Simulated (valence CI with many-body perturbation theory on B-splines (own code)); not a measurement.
## Energy levels of Br XIV

Computed by configuration interaction combined with many-body perturbation theory (CI+MBPT): four valence electrons over a frozen Dirac-Fock core [Ar], radial functions for each j: 9 s, 9 p, 10 d, 8 f, 5 g, 3 h, 1 i, with the one-electron correlation potential Σ1 (screened to all orders), the two-electron term Σ2, the three-electron term Σ3, Breit, model QED; selected single and double excitations, second order for the rest (own B-spline code, finite nucleus).

No measured spectrum was set against this ion. As an estimate, terms of the open shell hold to 2 to 4 % of their energy, and close levels can change places. Core correlation moves these levels by up to 7200 cm⁻¹, and in measured spectra 5 to 20 % of such shifts remained as error; rates that hang on mixing are uncertain with them. Only levels of the ground parity were solved; by the run's estimate the other parity begins above the list, which can be wrong where configurations are misplaced.

Levels 1 to 34 of 34, with energies above the lowest level, 3d4 5D_0. "Leading %" is the weight of the configuration and term that name the level; weights of strongly mixed levels are sums over their largest components and can fall short. In the jj column 3d3/2^4 stands for four electrons in 3d with j = 3/2. Lifetimes count E1, E2, E3, M1 and M2 decay at the calculated energies, and are blank where another channel may lead or the interval is too uncertain; long ones can be off by a factor of two.

```
No.  Configuration  Term  J  E (cm⁻¹)  Leading %  Second component              Leading jj  Lifetime
  1            3d4    5D  0       0.0         95        5 % 3d4 3P  3d3/2^2 3d5/2^2 (57 %)          
  2            3d4    5D  1      1889         97                      3d3/2^3 3d5/2 (64 %)    2.84 s
  3            3d4    5D  2      4791         99                    3d3/2^2 3d5/2^2 (67 %)    737 ms
  4            3d4    5D  3      8188         99                    3d3/2^2 3d5/2^2 (50 %)    559 ms
  5            3d4    5D  4     11820         97                      3d3/2 3d5/2^3 (40 %)    782 ms
  6            3d4    3P  0     47420         88        7 % 3d4 1S          3d3/2^4 (54 %)   4.03 ms
  7            3d4    3H  4     52004         74       11 % 3d4 3G    3d3/2^3 3d5/2 (65 %)   56.0 ms
  8            3d4    3P  1     56386         95                    3d3/2^2 3d5/2^2 (39 %)   4.98 ms
  9            3d4    3H  5     56450         89       11 % 3d4 3G  3d3/2^2 3d5/2^2 (91 %)    449 ms
 10            3d4    3H  6     59374         95        5 % 3d4 1I  3d3/2^2 3d5/2^2 (63 %)    2.10 s
 11            3d4    3F  3     59497         58       41 % 3d4 3G  3d3/2^2 3d5/2^2 (56 %)   11.6 ms
 12            3d4    3F  2     60675         96                    3d3/2^2 3d5/2^2 (54 %)   14.4 ms
 13            3d4    3F  4     62630         62       20 % 3d4 3H  3d3/2^2 3d5/2^2 (43 %)   8.19 ms
 14            3d4    3P  2     67288         91        8 % 3d4 3D  3d3/2^2 3d5/2^2 (44 %)   9.31 ms
 15            3d4    3G  3     69993         57       42 % 3d4 3F    3d3/2 3d5/2^3 (66 %)   15.4 ms
 16            3d4    3G  4     70353         68       16 % 3d4 1G  3d3/2^2 3d5/2^2 (78 %)   33.3 ms
 17            3d4    3G  5     73783         89       11 % 3d4 3H    3d3/2 3d5/2^3 (91 %)   33.3 ms
 18            3d4    3D  3     82526         96                      3d3/2 3d5/2^3 (42 %)   9.72 ms
 19            3d4    3D  2     83946         82        8 % 3d4 1D    3d3/2^3 3d5/2 (29 %)   8.34 ms
 20            3d4    1I  6     84602         95        5 % 3d4 3H    3d3/2 3d5/2^3 (63 %)   20.6 ms
 21            3d4    3D  1     86066         97                      3d3/2 3d5/2^3 (59 %)   7.12 ms
 22            3d4    1G  4     89291         76       12 % 3d4 3F          3d5/2^4 (52 %)   5.90 ms
 23            3d4    1S  0     95194         92        8 % 3d4 3P    3d3/2 3d5/2^3 (64 %)   4.28 ms
 24            3d4    1D  2    105970         85        7 % 3d4 3D  3d3/2^2 3d5/2^2 (42 %)   5.14 ms
 25            3d4    1F  3    116520         91        5 % 3d4 3F    3d3/2 3d5/2^3 (57 %)          
 26            3d4    3P  2    134210         97                    3d3/2^2 3d5/2^2 (58 %)   6.22 ms
 27            3d4    3F  4    137160         96                    3d3/2^2 3d5/2^2 (75 %)          
 28            3d4    3F  2    138720         97                    3d3/2^2 3d5/2^2 (53 %)   4.61 ms
 29            3d4    3F  3    139950         93        6 % 3d4 1F    3d3/2 3d5/2^3 (86 %)          
 30            3d4    3P  1    142640         99                      3d3/2 3d5/2^3 (87 %)          
 31            3d4    3P  0    146800         98                            3d5/2^4 (57 %)          
 32            3d4    1G  4    156510         96                      3d3/2 3d5/2^3 (67 %)          
 33            3d4    1D  2    204020         99                    3d3/2^2 3d5/2^2 (57 %)          
 34            3d4    1S  0    263110         99                    3d3/2^2 3d5/2^2 (64 %)
```

Names give the largest LS component (configuration and term), which can be under half, so a name can repeat, a term be missing and a line seem to break the LS rules; names also repeat where a configuration has a term twice.

The ionisation energy to 3d3 4F_3/2 of the next ion comes out as 435.54 eV (NIST: 436 ± 3 eV (theoretical)). All 34 levels together are meant to be complete up to 273710 cm⁻¹.
